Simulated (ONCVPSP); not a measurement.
**u(r) = r·R(r): atom against pseudo-atom (nitrogen)**

Columns: radius, all-electron u(r) and pseudo u(r) of the 2p shell (level -7.09 eV) of nitrogen in the configuration [He] 2s2 2p3; PBE, scalar-relativistic, ONCV scheme, ONCVPSP 4.0.1.

```csv
r (bohr),all-electron,pseudo
0.100,0.0728,0.0209
0.200,0.2135,0.0812
0.300,0.3604,0.1742
0.400,0.4893,0.2899
0.500,0.5927,0.4163
0.600,0.6712,0.5412
0.700,0.7263,0.6535
0.800,0.7607,0.7446
0.900,0.7775,0.8094
1.000,0.7805,0.8460
1.100,0.7727,0.8558
1.200,0.7568,0.8428
1.300,0.7350,0.8125
1.400,0.7091,0.7709
1.500,0.6805,0.7239
1.600,0.6502,0.6764
1.700,0.6190,0.6318
1.800,0.5875,0.5919
1.900,0.5564,0.5570
2.000,0.5258,0.5258
2.100,0.4960,0.4960
2.200,0.4672,0.4672
2.300,0.4396,0.4396
2.400,0.4132,0.4132
2.500,0.3881,0.3881
2.600,0.3642,0.3642
```

**Question.** How many radial nodes do the two functions have?

**Answer.** The all-electron 2p function has n − l − 1 = 0; the pseudo-wave has 0.

**Question.** At about which radius was the pseudo-wave matched?

**Answer.** 2.00 bohr, where the columns begin to agree (steps of 0.10 bohr).

**Question.** Is the pseudo-wave norm-conserving?

**Answer.** Yes: the ONCV scheme keeps the norm inside the radius equal to the all-electron one, which fixes the energy derivative of the logarithmic derivative at the level.
